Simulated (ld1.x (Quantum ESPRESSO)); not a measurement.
**Before and after: TM potential for strontium (Sr)**

Sr, norm-conserving Troullier–Martins (Kleinman–Bylander form), made with ld1.x (Quantum ESPRESSO) 7.5 (PBE, scalar-relativistic). Core [Ar] 3d10 4s2, reference 4p6 4d0 5s2 5p0. Waves: 4p (bound): rc 2.20 bohr; 4d (bound, empty): rc 3.00 bohr; 5s (bound): rc 3.65 bohr. Local part: the s channel. Core correction: none.

All-electron outer shells of the reference configuration (PBE, scalar-relativistic, ld1.x):

```csv
shell,level (eV),outermost node (bohr),outermost maximum (bohr)
3d,-128.02,–,0.38
4s,-40.90,0.59,1.19
4p,-22.82,0.61,1.33
5s,-3.53,1.65,3.72
5p,-1.28,1.96,4.83
4d,-1.28,0.65,2.12
```

Change: local potential all-electron potential smoothed inside 2.25 bohr (lloc = -1).

Cutoffs: the cutoffs (Ry, on a coarse ladder) from which the occupation-weighted sum of valence levels, in a spherical-Bessel basis at the reference potential, stays within 10 and 1 mRy of its value at 400 Ry; they do not see the model core or the augmentation charge, which bear on the density cutoff. Errors are all-electron minus pseudo energies relative to the spin-unpolarised reference configuration.

**Question.** What does the change do?

**Answer.** The potential gets neither clearly harder nor softer (15 Ry and 30 Ry → 15 Ry and 30 Ry); a bound ghost appears in s, which as a rule spoils a file; of the 7 tests that both files solve, the error grows in 0 and shrinks in 5 by more than 15 % and 0.3 meV (median size 36.4 → 40.4 meV). In the separable form a ghost depends on how the local part lies against the semilocal potential of the channel, so the choice of the local part can create or remove one.

| quantity | base | changed |
| --- | --- | --- |
| cutoff, loose | 15 Ry | 15 Ry |
| cutoff, tight | 30 Ry | 30 Ry |
| bound ghosts | none | s |
| error for 4p6 4d0 5s1 5p0, meV [ΔE 5.89 eV] | +5.6 | +4.8 |
| error for 4p6 4d0 5s0 5p0, meV [ΔE 16.89 eV] | +36 | +40 |
| error for 4p6 4d0 5s1.5 5p0, meV [ΔE 2.34 eV] | +1.0 | +0.7 |
| error for 4p6 4d0 5s0 5p1, meV [ΔE 8.82 eV] | -545 | +104 |
| error for 4p6 4d0 5s1 5p1, meV [ΔE 2.30 eV] | -314 | +51 |
| error for 4p6 4d1 5s0 5p0, meV [ΔE 7.65 eV] | -31 | -21 |
| error for 4p6 4d0 5s0 5p2, meV [ΔE 4.71 eV] | -726 | +119 |
| s: phases at 3.93 bohr within 0.05 rad from the reference energy up to (Ry; the scan ends near 5) | n/a | n/a |
| p: phases at 3.93 bohr within 0.05 rad from the reference energy up to (Ry; the scan ends near 5) | -0.5 | -0.1 |
| d: phases at 3.93 bohr within 0.05 rad from the reference energy up to (Ry; the scan ends near 5) | 0.6 | 1.1 |

 A true bound ghost makes a file unfit for plane-wave use even where its test errors are small: the radial tests pick states by their node count and pass the ghost by.
